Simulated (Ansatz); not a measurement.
Computed with Ansatz on PBE0-D4/def2-TZVP structures; ΔE is electronic, products minus reactants. CCSD(T)/CBS adds triple-zeta CCSD(T) − MP2 to the extrapolated MP2 energy (def2 sets, frozen cores). Functionals use def2-TZVPP. def2 core potentials past Kr. For Sn outer-core shells are correlated without core-valence functions, which leaves a few kJ/mol of doubt a bond. Each species was taken in one conformer, which may not be the lowest.

Consider the redistribution: `N[Si](N)(F)Cl` + `N#[C][Sn]([Cl])([Cl])[Cl]` → `N#C[Si](N)(N)Cl` + `[F][Sn]([Cl])([Cl])[Cl]`.

```csv
level,ΔE (kcal/mol)
B97M-V,14.3
CAM-B3LYP-D4,15.7
revPBE,12.5
r2SCANh,15.3
r2SCAN0,16.3
HF/def2-TZVPP,18.5
MP2/def2-TZVPP,18.3
SCS-MP2/def2-QZVPP,17.1
```

Q: What does CCSD(T)/CBS give? (An estimate is asked.)

A: Computed: +16.8 kcal/mol. The listed levels differ from it by -2.5, -1.1, -4.3, -1.5, -0.5, 1.7, 1.5, 0.3 kcal/mol.

Largest T1 diagnostic among the species: 0.012.

From PBE to PBE0 (25 % exact exchange), in def2-TZVPP and without D4, ΔE moves by +2.1 kcal/mol. At CCSD(T), def2-SVP lies −1.8 kcal/mol from the extrapolated value and def2-TZVPP +1.4 kcal/mol.
